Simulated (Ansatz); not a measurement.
`CC(C)(C)N[Si](Cl)(Cl)Cl`. Total charge 0; spin multiplicity 1. All single points use the PBE0-D4/def2-TZVP geometry. It is one conformer, not always the lowest.

```xyz
19

C     1.514    0.121    0.035
C     0.054    0.461   -0.226
C    -0.274    0.252   -1.703
C    -0.210    1.910    0.166
N    -0.813   -0.389    0.601
Si   -0.601   -1.944    1.203
Cl   -0.010   -3.313   -0.198
Cl    0.771   -2.075    2.705
Cl   -2.413   -2.512    1.942
H     1.739   -0.917   -0.224
H     2.154    0.757   -0.579
H     1.774    0.280    1.083
H    -0.095   -0.785   -1.993
H    -1.324    0.484   -1.901
H     0.340    0.899   -2.334
H     0.019    2.070    1.222
H     0.402    2.589   -0.431
H    -1.259    2.174   -0.001
H    -1.768   -0.063    0.632
```

Problem. What is the dipole moment at B3LYP/def2-TZVPP? (Best estimate.)

Solution. Computed: 2.85 D, with components (-0.03, 2.54, -1.31) D in this frame, pointing from negative to positive charge.

Problem. And with PBE, r2SCAN, ωB97M-V? (Best estimate.)

Solution. Ansatz gave: PBE 2.81 D, r2SCAN 2.92 D, ωB97M-V 2.84 D.

Problem. Give the Mulliken charges with B3LYP, PBE, r2SCAN in def2-TZVPP. (Estimate.)

Solution. The calculation gave: 
| atom | B3LYP | PBE | r2SCAN |
| --- | --- | --- | --- |
| C1 | -0.30 | -0.27 | -0.22 |
| C2 | 0.24 | 0.22 | 0.31 |
| C3 | -0.27 | -0.25 | -0.19 |
| C4 | -0.27 | -0.26 | -0.18 |
| N5 | -0.26 | -0.20 | -0.33 |
| Si6 | 0.62 | 0.50 | 0.67 |
| Cl7 | -0.22 | -0.19 | -0.22 |
| Cl8 | -0.21 | -0.18 | -0.22 |
| Cl9 | -0.21 | -0.18 | -0.21 |
| H10 | 0.09 | 0.08 | 0.06 |
| H11 | 0.08 | 0.08 | 0.05 |
| H12 | 0.10 | 0.09 | 0.07 |
| H13 | 0.09 | 0.08 | 0.06 |
| H14 | 0.07 | 0.07 | 0.04 |
| H15 | 0.07 | 0.07 | 0.04 |
| H16 | 0.09 | 0.09 | 0.06 |
| H17 | 0.07 | 0.07 | 0.04 |
| H18 | 0.07 | 0.07 | 0.04 |
| H19 | 0.12 | 0.12 | 0.13 |

B3LYP here is the variant with VWN-RPA as its local correlation; programs differ in this.
